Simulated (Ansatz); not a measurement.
Ansatz (a program for electronic structure) input:

Ansatz 0.2 input:
```yaml
crystal:
  periodic: [false, false, false]
  atoms:
    - {symbol: La, position_ang: [0.33194215, -0.00544497, 0.39475573]}
    - {symbol: Cl, position_ang: [1.10912084, 0.37139276, -2.05737927]}
    - {symbol: Cl, position_ang: [-2.22210335, -0.35313609, 0.73378653]}
basis:
  gaussian:
    orbitals: def2-TZVPD
hamiltonian:
  xc: {name: HSE06}
magnetization: {spin_polarized: true, initial_magnetization: 1}
output: {forces: true}
```

Problem. Predict the final energy.

Solution. -951.82905 Eh (HSE06/def2-TZVPD). The basis has 135 functions.

The spin state was set by rule; other spins were not relaxed.
